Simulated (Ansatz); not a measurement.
Input and output for cis-[VF2(H2O)4]+ (VO₄F₂H₈⁺).

```yaml
crystal:
  periodic: [false, false, false]
  atoms:
    - {symbol: V, position_ang: [0.315271, -0.000208, 0.310962]}
    - {symbol: F, position_ang: [-0.018973, 0.073677, 2.042865]}
    - {symbol: O, position_ang: [0.047337, -0.086514, -1.814789]}
    - {symbol: H, position_ang: [-0.493970, -0.786709, -2.205169]}
    - {symbol: H, position_ang: [0.886414, -0.075378, -2.298012]}
    - {symbol: F, position_ang: [2.042620, -0.061780, -0.046127]}
    - {symbol: O, position_ang: [-1.810410, 0.071816, 0.036484]}
    - {symbol: H, position_ang: [-2.186534, 0.839179, -0.417661]}
    - {symbol: H, position_ang: [-2.300198, -0.024453, 0.866479]}
    - {symbol: O, position_ang: [0.350527, 2.095743, 0.337324]}
    - {symbol: H, position_ang: [1.158821, 2.501606, -0.009665]}
    - {symbol: H, position_ang: [0.283876, 2.385989, 1.260973]}
    - {symbol: O, position_ang: [0.363245, -2.093308, 0.399974]}
    - {symbol: H, position_ang: [0.079392, -2.457940, 1.251757]}
    - {symbol: H, position_ang: [1.282583, -2.381729, 0.284595]}
basis:
  gaussian: {orbitals: aug-cc-pVDZ, fitting: {mean_field: def2-universal-jkfit}, point_charges: [{charge: 1.00, position_ang: [5.608, -0.453, -0.230]}]}
total_charge: 1
magnetization: {spin_polarized: true, initial_magnetization: 2}
hamiltonian: {xc: {name: PBE0}}
scf: {lower_state_search: off}
output: {forces: true}
```

```sh
$ ansatz run in.yaml --threads 4 --pin off --events-out ev --progress --plain --max-ram 8704MiB
```

Shortened log:

```
Functional definition: PBE0
870 factors; integrals over basis functions are off by at most 2.0e-1 eV
mean field evaluation 1: about -39397.8518 eV, gradient 8.6e1 eV
mean field evaluation 2: about -39365.9745 eV, gradient 1.3e2 eV
mean field evaluation 4: about -39421.1919 eV, gradient 7.3e0 eV
mean field evaluation 8: about -39421.3665 eV, gradient 3.3e-1 eV
mean field evaluation 16: about -39421.3670 eV, gradient 2.3e-3 eV
mean field evaluation 32: about -39421.3670 eV, gradient 1.7e-5 eV
mean field -39421.36697607 eV, -1448.7085156084 hartree, gradient 6.3e-6 eV, S^2 2.006662; 0 other end points of the search recorded, 0 dependent functions left out
reference -39421.36702289 eV, -1448.7085173288 hartree; 41, 39 occupied and 228, 230 virtual orbitals, 870 factors
Total energy: -39421.36702289 eV, -1448.7085173288 hartree
Atom 0 at     0.315271    -0.000208     0.310962 Å, force    -1.691708     0.103678    -0.089385 eV/Å
Atom 1 at    -0.018973     0.073677     2.042865 Å, force     0.040489     0.000484     0.421662 eV/Å
Atom 2 at     0.047337    -0.086514    -1.814789 Å, force     0.208898    -0.056174    -0.088537 eV/Å
Atom 3 at    -0.493970    -0.786709    -2.205169 Å, force    -0.020288     0.061322    -0.019031 eV/Å
Atom 4 at     0.886414    -0.075378    -2.298012 Å, force    -0.259683     0.000245    -0.046007 eV/Å
Atom 5 at     2.042620    -0.061780    -0.046127 Å, force     1.780092    -0.092308    -0.310326 eV/Å
Atom 6 at    -1.810410     0.071816     0.036484 Å, force     0.070185     0.046454     0.057462 eV/Å
Atom 7 at    -2.186534     0.839179    -0.417661 Å, force    -0.039607    -0.069832     0.032614 eV/Å
Atom 8 at    -2.300198    -0.024453     0.866479 Å, force    -0.038564     0.009352    -0.077130 eV/Å
Atom 9 at     0.350527     2.095743     0.337324 Å, force     0.252150     0.048525     0.056364 eV/Å
Atom 10 at     1.158821     2.501606    -0.009665 Å, force    -0.216348     0.068168     0.035940 eV/Å
Atom 11 at     0.283876     2.385989     1.260973 Å, force    -0.077571     0.061218    -0.070131 eV/Å
Atom 12 at     0.363245    -2.093308     0.399974 Å, force     0.247289    -0.087421     0.075308 eV/Å
Atom 13 at     0.079392    -2.457940     1.251757 Å, force    -0.055181    -0.035785    -0.051212 eV/Å
Atom 14 at     1.282583    -2.381729     0.284595 Å, force    -0.300600    -0.083628     0.031017 eV/Å
Dipole moment:    -0.891202     0.025859    -0.553045 e Å
Checks for a lower state left out: stability, starts, cluster_reference, orbital_swaps, neighbouring_geometries, increment
```

It took 7.5 s on 4 threads of Intel Xeon 6975P-C on a shared host, peak host memory 0.73 GiB.

The dipole of an ion depends on the origin.
